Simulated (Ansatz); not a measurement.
A structure relaxed at PBE0-D4/def2-TZVP, charge 0, multiplicity 1:

Cartesian coordinates in Å:
```
C -1.615 0.988 1.914
C -0.423 0.682 1.410
Si -0.120 -0.742 0.240
B 0.496 -0.112 -1.578
N 1.728 -0.500 -2.080
H -1.764 1.838 2.575
H -2.498 0.398 1.688
H 0.421 1.318 1.679
H -1.395 -1.513 0.139
H 0.909 -1.651 0.839
H -0.177 0.610 -2.262
H 2.363 -1.105 -1.584
H 2.076 -0.210 -2.980
```

(1) Give its formula and SMILES.

(2) Point group (tolerance 0.08 Å, 0.16 Å for H)?

(3) Summarise the bond lengths by kind.

## Answers

(1) C2H8BNSi, `C=C[SiH2]BN`.

(2) C1.

(3) 1 × C–C 1.330 Å; 3 × C–H 1.087 to 1.090 Å; 1 × C–Si 1.868 Å; 1 × B–Si 2.020 Å; 2 × H–Si 1.493 to 1.498 Å; 1 × B–N 1.386 Å; 1 × B–H 1.200 Å; 2 × H–N 1.007 Å.

All numbers were calculated with Ansatz.
